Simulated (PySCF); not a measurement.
Species: C₇H₆ClOP.
Structure used (PBE0-D3(BJ)/def2-SVP), in Å, numbered top down from 1:
```xyz
16
C7H6ClOP angstrom
C     -2.6653    0.0979   -0.7187
C     -1.7628   -0.6390    0.2405
O     -2.1986   -1.4916    0.9788
C     -0.2765   -0.3910    0.2136
P      0.6488   -1.8847    0.2548
C      2.2651   -1.2732    0.2088
C      2.6201    0.0730    0.1870
C      1.6895    1.1055    0.1951
C      0.3107    0.8735    0.2019
Cl    -0.6878    2.3052    0.2672
H     -2.1247    0.5936   -1.5345
H     -3.2331    0.8621   -0.1674
H     -3.3862   -0.6294   -1.1178
H      3.0674   -2.0188    0.2077
H      3.6805    0.3435    0.1712
H      2.0318    2.1417    0.2054
```

Linear response at wB97X-D/def2-SVPD (PySCF, frozen core in the response, non-relativistic). Geometry: PBE0-D3(BJ)/def2-SVP, one conformer, isolated molecule.

Static isotropic polarisability: 121.97 au (18.07 Å³), principal values 77.8, 137.9, 150.2 au.

**Question.** What is the polarisability at 1064 nm and at the sodium D line?

**Answer.** 123.65 au at 1064 nm (+1.4 %), 127.89 au at 589.3 nm (+4.9 %). The rise at 589.3 nm is 3.51 times that at 1064 nm; a pure ω² law gives 3.26. The lowest singlet lies at 314 nm, shorter than both wavelengths.

**Question.** What is the isotropic C6 coefficient between two such molecules, C6 = (3/π)∫α(iω)² dω?

**Answer.** 5341 au (Eh·bohr⁶) by a ten-point quadrature over imaginary frequencies, which is 3190 eV·Å⁶ or 308 J·nm⁶/mol.

**Question.** Which effective excitation energy ω̄ makes London's formula C6 = (3/4)α²ω̄ exact here?

**Answer.** ω̄ = 4·C6/(3α²) = 0.479 Eh = 13.0 eV. A one-pole form α(ω) = α/(1 − ω²/ω̄²) fitted to the 1064 nm value gives 10.0 eV. London's choice of the ionisation energy (9.24 eV, ΔSCF at the same level) gives C6 = 3790 au, 29 % too low.

**Question.** The lowest 10 singlets have (eV, f): 3.95, 0.005; 4.50, 0.018; 4.85, 0.015; 4.93, 0.028; 5.38, 0.001; 5.47, 0.063; 5.59, 0.319; 5.88, 0.271; 6.26, 0.006; 6.62, 0.005. What share of the static polarisability do they carry in the sum over states α = Σ f/ω²?

**Answer.** 17.40 au, 14.3 % of α; the largest term, 7.56 au, is that of the state at 5.59 eV. Their oscillator strengths add up to 0.73. Higher states carry the rest.

**Question.** What three-body coefficient follows from the one-pole estimate C9 = (3/4)·α·C6?

**Answer.** 489000 au. This is an estimate from the two numbers above, not a computed integral.

**Question.** What does −C6/R⁶ come to at R = 12 Å between centres?

**Answer.** -100 J/mol. This is the leading, orientation-averaged term; C8 and higher terms are left out.

**Question.** What n − 1 at the D line would an ideal gas of it have at 273.15 K and 1 atm (2.6868 × 10¹⁹ cm⁻³), by n − 1 = 2π·N·α′?

**Answer.** 31.99 × 10⁻⁴, a formal value whether or not that pressure can be reached.

Hardware: one thread of an Arm Neoverse V1, on a shared host. Cost: 12 min of wall time (grids of density and orbitals included), 1.2 GiB resident at most. This is the whole response run at wB97X-D/def2-SVPD, SCF included.

wB97X-D is run here without its empirical dispersion term; that term would change no orbital, density or response property at a fixed geometry.
